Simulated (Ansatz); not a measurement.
Consider the ligand exchange at a Ge–N bond: `[NH2][GeH2][NH][GeH2][NH2]` + `[NH2][GeH2][OH]` → `[NH2][GeH2][O][GeH2][NH2]` + `[NH2][GeH2][NH2]`.

Calculated with Ansatz (gas phase, PBE0-D4/def2-TZVP geometries, no zero-point term in ΔE). CCSD(T)/CBS is the MP2 limit (def2-TZVPP, def2-QZVPP) plus CCSD(T) − MP2 in def2-TZVPP, frozen cores. DFT in def2-TZVPP. For Ge outer-core shells are correlated without core-valence functions, which leaves a few kJ/mol of doubt a bond. Scalar relativity is left out up to krypton. Each species was taken in one conformer, which may not be the lowest.

| level | ΔE (kcal/mol) | difference from CCSD(T)/CBS |
| --- | --- | --- |
| PBE-D4 | -8.1 | -0.1 |
| r2SCAN-D4 | -9.0 | -1.0 |
| PBE0-D4 | -8.0 | 0.0 |
| ωB97X-V | -8.9 | -0.9 |
| B2PLYP | -9.0 | -1.0 |
| PBE | -8.2 | -0.2 |
| r2SCAN | -9.0 | -1.0 |
| HF/def2-TZVPP | -9.9 | -1.9 |
| MP2/def2-TZVPP | -8.2 | -0.2 |
| SCS-MP2/def2-TZVPP | -8.7 | -0.7 |
| CCSD/def2-TZVPP | -8.4 | -0.4 |
| CCSD(T)/def2-TZVPP | -8.3 | -0.3 |
| HF/def2-QZVPP | -10.0 | -2.0 |
| MP2/def2-QZVPP | -8.0 | 0.0 |
| MP2/CBS(def2) | -7.9 | 0.1 |
| CCSD/CBS(def2) | -8.1 | -0.1 |
| CCSD(T)/CBS | -8.0 | 0 |

Largest T1 diagnostic among the species: 0.012.

In def2-TZVPP, CCSD(T) changes the Hartree–Fock value by +1.5 kcal/mol (the triples alone add +0.0 kcal/mol) and MP2 by +1.7 kcal/mol.
